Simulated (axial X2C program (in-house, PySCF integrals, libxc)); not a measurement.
**Which molecule has these constants?**

All values come from calculations with an axial X2C code built on PySCF integrals, spin-free (one-electron X2C) or two-component (2c: spin–orbit coupling with atomic mean-field Coulomb and Gaunt terms, which also bring small scalar terms), in Dyall basis sets with cores contracted in-house; open shells are unrestricted.

A two-component PBE0 calculation in a Dyall 3-zeta basis gave Re = 1.515 Å, ωe = 1326.1 cm⁻¹, Ω = 0.

Task: Which molecule is it?
A. InN⁺
B. MoN⁺
C. PdN⁺
D. TcN⁺
E. RuN⁺

Result: E. The others have PdN⁺ 1.757 Å and 639.2 cm⁻¹ (Ω = 1); MoN⁺ 1.576 Å and 1194.6 cm⁻¹ (Ω = 1); InN⁺ 2.837 Å and 102.1 cm⁻¹ (Ω = 3/2); TcN⁺ 1.591 Å and 1046.7 cm⁻¹ (Ω = 3/2).

Each entry is the lowest single determinant of a limited PBE0 search at one distance. De goes to single-determinant-based atoms at the same level (for ions the charge split of lowest energy) and is withheld (n/a) where an atom does not fit its ground term or J level. Main or longest-lived isotopes. One determinant is a doubtful description, or other states lie close, for PdN⁺, MoN⁺, InN⁺, TcN⁺; these need not be ground states, and all values refer to the states named. Some open-shell Ω = 0 determinants are out of reach, so the Ω given for PdN⁺, MoN⁺ need not be the lowest component. With several unpaired electrons the Ω given is that of one determinant, not necessarily of the lowest component. The functionals have no current term, which raises determinants with orbital currents.
